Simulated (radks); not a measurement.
Results of a calculation; reference values are marked as such.
Spherical jellium clusters: N electrons in a uniform positive sphere of charge N and radius rs N^(1/3), rs = 4.65 bohr. Level of theory: non-relativistic Kohn-Sham, LDA (Slater exchange, Perdew-Wang correlation), spin-polarised, spherical densities (a radial shooting solver with Libxc functionals). Levels are named by radial order and angular momentum (1s, 1p, 1d, 2s, ...), and open shells are averaged over m.

N = 20, configuration 1s2 1p6 1d10 2s2. This is the lowest configuration that the search found. Occupied and some empty levels:

level  occupation  eigenvalue (eV)  <r> (bohr)
1s              2          -4.1790       8.233
1p              6          -3.6626       9.389
1d             10          -2.9572       10.26
2s              2          -2.4261       8.216
1f              0          -2.1075       11.05
2p              0          -1.4890       10.24
1g              0          -1.1530       11.89

Energy (eV): total -37.5297, kinetic 25.769, external -1025.9, Hartree 509.34, exchange-correlation -64.110, background 517.41. Static polarisability (adiabatic kernel): 2614 bohr^3, against R^3 = 2011 for a classical metal sphere.
